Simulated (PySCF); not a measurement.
PySCF input file for C3H4O2Si, SMILES C=C1OC(=O)[SiH2]1, PBE0/pcSseg-1. Coordinates come from a PBE0-D3(BJ)/def2-SVP optimisation. The structure was generated by enumeration, and PubChem lists no compound with its InChIKey, so it may never have been made.

```python
import numpy as np
from pyscf import gto, scf, dft
from pyscf.prop.nmr import rks as nmr

mol = gto.M(
    atom='''
    C     0.60556420   -2.32122224   -0.00000000
    C     0.21012757   -1.05260346   -0.00000000
    O     1.11053768    0.01973602   -0.00000000
    C     0.29530087    1.14448751    0.00000000
    O     0.70846444    2.25379574    0.00000000
    Si   -1.31670874    0.05197010    0.00000000
    H     1.66680607   -2.58424816   -0.00000000
    H    -0.13243903   -3.12430958   -0.00000000
    H    -2.15920874    0.08437567    1.22714109
    H    -2.15920874    0.08437568   -1.22714109
    ''',
    basis='pcSseg-1',
    charge=0,
    spin=0,
    max_memory=1600,
    verbose=3,
)
mf = dft.RKS(mol, xc='pbe0')
mf.grids.level = 3
mf.conv_tol = 1e-10
mf.max_cycle = 100
mf.kernel()
n = nmr.NMR(mf)
n.verbose = 2
n.max_cycle_cphf = 60
sigma = n.kernel()
print('atom   isotropic/ppm   span/ppm')
for i, s in enumerate(sigma):
    w = np.linalg.eigvalsh((s + s.T) / 2)
    print(f'{mol.atom_symbol(i):2s}{i + 1:3d} {w.mean():14.3f} {w[2] - w[0]:11.3f}')
```

Program output:

```
converged SCF energy = -556.158079257074
atom   isotropic/ppm   span/ppm
C   1         73.418     199.475
C   2         24.663     183.701
O   3       -109.307     377.006
C   4          7.968     157.290
O   5       -189.619     782.246
Si  6        368.149     204.365
H   7         25.390       6.785
H   8         26.235       5.462
H   9         25.867       6.053
H  10         25.867       6.053
```

Self-consistency was reached.
